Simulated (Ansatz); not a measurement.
An input meant for the cluster GeF2⁺ (charge 1, doublet).

```yaml
crystal:
  periodic: [false, false, false]
  atoms:
    - {symbol: Ge, position_ang: [-0.484971, -0.334296, -0.011863]}
    - {symbol: F, position_ang: [1.070014, -1.035397, 0.062952]}
    - {symbol: F, position_ang: [-0.585043, 1.369693, -0.051098]}
basis:
  gaussian: {orbitals: def2-mTZVPP}
total_charge: -2
hamiltonian: {xc: {name: wB97M-V}}
scf: {lower_state_search: off}
output: {forces: true}
```

```sh
$ ansatz run in.yaml --threads 4 --pin off --events-out ev --progress --plain --max-ram 3916MiB
```

It prints (some lines left out):

```
Functional definition: wB97M-V
685 factors; their error is unknown
189 factors; integrals over basis functions are off by at most 5.6e-6 eV
mean field evaluation 1: about -61932.6305 eV, gradient 8.7e1 eV
mean field evaluation 2: about -61932.3816 eV, gradient 1.0e2 eV
mean field evaluation 4: about -61944.1911 eV, gradient 2.3e0 eV
mean field evaluation 8: about -61944.2011 eV, gradient 1.9e-2 eV
mean field evaluation 16: about -61944.3327 eV, gradient 3.0e-5 eV
mean field -61944.33267399 eV, -2276.4122383922 hartree, gradient 1.7e-6 eV, S^2 0.000000; 0 other end points of the search recorded, 0 dependent functions left out
reference -61944.33270110 eV, -2276.4122393885 hartree; 26, 26 occupied and 58, 58 virtual orbitals, 685 factors
Total energy: -61944.33270110 eV, -2276.4122393885 hartree
Atom 0 at    -0.484971    -0.334296    -0.011863 Å, force    -6.276941    -4.326744    -0.153503 eV/Å
Atom 1 at     1.070014    -1.035397     0.062952 Å, force     5.673635    -1.520667     0.251450 eV/Å
Atom 2 at    -0.585043     1.369693    -0.051098 Å, force     0.603306     5.847411    -0.097946 eV/Å
Dipole moment:     0.312771     0.215596     0.007649 e Å
Checks for a lower state left out: stability, starts, cluster_reference, orbital_swaps, neighbouring_geometries, increment
```

Something in this input is off. What?

The charge is far from what the species holds (-2 typed, 1 meant). The run converged. The result belongs to that input, not to the species as meant. The highest occupied level of an anion often lies above zero with these methods, and sets without diffuse functions describe the outer electron poorly.
